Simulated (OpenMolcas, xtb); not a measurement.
# A ladder of methods for InHCl2 (InCl2H)

InHCl2: 4 atoms, total charge 0, spin state singlet. SMILES: `[H][In]([Cl])[Cl]`. The shape comes from GFN2-xTB, which is rough for such elements, and wasn't checked as a minimum.

```xyz
4

In   -0.1020   -0.1712    0.0001
Cl    2.1823   -0.0736    0.0135
Cl   -1.1038    1.8839   -0.0150
H    -0.9765   -1.6392    0.0014
```

Each level gives the electronic atomisation energy (eV). The values are calculated. Electronic energies at fixed atoms, without zero-point motion or spin-orbit coupling.

```csv
level,kind,program,value (eV),CPU time (all runs)
GFN0-xTB,semi-empirical,xtb,13.84,under 2 s
HF/def2-SVPD (core potential),Hartree–Fock,OpenMolcas,6.92,16 s
SVWN5/def2-SVPD (core potential),LDA,OpenMolcas,10.68,24 s
revPBE/def2-SVPD (core potential),GGA,OpenMolcas,8.77,30 s
r2SCAN/def2-SVPD (core potential),meta-GGA,OpenMolcas,9.45,49 s
BHLYP/def2-SVPD (core potential),global hybrid,OpenMolcas,8.76,29 s
PBE0/def2-SVPD (core potential),global hybrid,OpenMolcas,9.20,31 s
```

The values span 6.92 to 13.84 eV. The xTB rows lack spin polarisation, so open shells miss the exchange term that lowers them. Times are those of the runs behind each value, whatever else they computed, on shared processors of several kinds: orders of magnitude only.
